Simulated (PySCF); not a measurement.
Manganese: a sound run and one with changed settings

Sound run: Mn²⁺ [Ar] 3d5, Mn³⁺ [Ar] 3d4. Calculation: PySCF 2.14, in def2-TZVP (6s4p4d1f, 45 functions); no relativity, point nucleus. In the sound run the correlated levels freeze [Ar]. The sound run starts from symmetry-adapted Hartree-Fock orbitals and uses a fine grid where one is needed.

A second run was set up differently.

```tsv
species	method	sound run (hartree)	changed run (hartree)	converged
Mn²⁺	UHF	-1149.08700	-1149.08700	yes
Mn²⁺	M06-2X	-1150.10026	-1150.10026	no
Mn²⁺	BP86	-1150.25789	-1150.25789	yes
Mn²⁺	MP2	-1149.14145	-1149.14145	yes
Mn³⁺	UHF	-1147.88783	-1147.88784	no
Mn³⁺	M06-2X	-1148.86468	-1148.86468	yes
Mn³⁺	BP86	-1148.99977	-1148.99809	no
```

(1) What was changed?
A. level shift left on
B. a valence shell is frozen
C. all electrons correlated in a valence basis
D. too few SCF iterations

## Answers

(1) D. It used initial guess atom, at most 8 SCF cycles. The SCF was stopped early; the energies are upper bounds that still move, and correlated levels were skipped or rest on poor orbitals.
